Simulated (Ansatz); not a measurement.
C₂H₄Zn, relaxed with RKS PBE-D4/def2-SVP in Ansatz from a rough embedded geometry. The force threshold is 0.03 eV/Å; the program also tests the step.

The species carries charge 0 and has multiplicity 1. The bonds changed during the relaxation, so this is another structure than the one it started from.

Start:

```xyz
7

C     0.871    0.115    0.076
C    -0.513    0.257   -0.363
Zn   -1.120   -1.077    0.955
H     1.083   -0.879    0.347
H     1.141    0.805    0.928
H    -0.756   -0.502   -1.136
H    -0.706    1.280   -0.807
```

By how much does the energy fall, and how many steps does the optimiser take? (Estimate.)

Ansatz gave: 2.23 eV, in 10 steps.

Which bonds change most? (An estimate is asked.)

Computed: C1–C2 from 1.460 to 1.343 Å; C1–H4 from 1.051 to 1.103 Å; C2–H7 from 1.131 to 1.103 Å; C1–H5 from 1.129 to 1.102 Å.

Give the relaxed structure. (An estimate is asked.)

The calculation gave: 
```xyz
7

C     1.014    0.186    0.093
C    -0.198    0.197   -0.487
Zn   -2.451   -1.157    1.204
H     1.719   -0.649   -0.055
H     1.348    1.003    0.752
H    -0.529   -0.614   -1.157
H    -0.902    1.035   -0.349
```
